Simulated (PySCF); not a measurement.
This PySCF input (PBE0/def2-SVP) gives -580.86940 Eh with 56 basis functions.

```python
import numpy as np, basis_set_exchange as bse
from pyscf import gto, scf, dft, df

basis = {'H': gto.basis.parse(bse.get_basis('def2-SVP', elements=['H'], fmt='nwchem')), 'Si': gto.basis.parse(bse.get_basis('def2-SVP', elements=['Si'], fmt='nwchem'))}
mol = gto.M(
    atom='''
    Si    0.00714127    1.04995696    0.80957954
    H    -0.41840924    1.86076314   -0.40814884
    Si    0.01975272   -0.90056355   -0.58375403
    H     0.97687736   -0.69981080   -1.70695297
    H    -1.33626862   -1.10126450   -1.16589692
    H     0.40128468   -2.15119550    0.11944169
    ''',
    basis=basis,
    charge=0,
    verbose=4,
    max_memory=7359,
)
mf = dft.RKS(mol, xc='pbe0')
mf.grids.level = 3
mf = mf.density_fit(auxbasis='def2-universal-jkfit')
mf.conv_tol = 1e-9
mf.max_cycle = 100
print('smallest overlap eigenvalue', np.linalg.eigvalsh(mol.intor('int1e_ovlp'))[0])
mf.kernel()
dip = mf.dip_moment()
```

Change:
```diff
- mf = mf.density_fit(auxbasis='def2-universal-jkfit')
+ mf = mf.density_fit(auxbasis='cc-pvqz-jkfit')
```

Q: What does the run give now?

A: -580.86934 Eh (PBE0/def2-SVP, 56 functions), a change of +0.06 mEh.
